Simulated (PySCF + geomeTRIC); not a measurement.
A geometry relaxed with TPSSh-D3(BJ)/def2-TZVP run with PySCF + geomeTRIC, charge 0, multiplicity 1:

```xyz
5

O      1.1110    -0.0116    -0.0085
H      2.0590    -0.0091    -0.0170
H     -1.2972     1.3931     0.0206
Al    -0.5495     0.0029     0.0042
H     -1.3185    -1.3756     0.0004
```

Write the SMILES of this molecule.

`[OH][AlH2]`
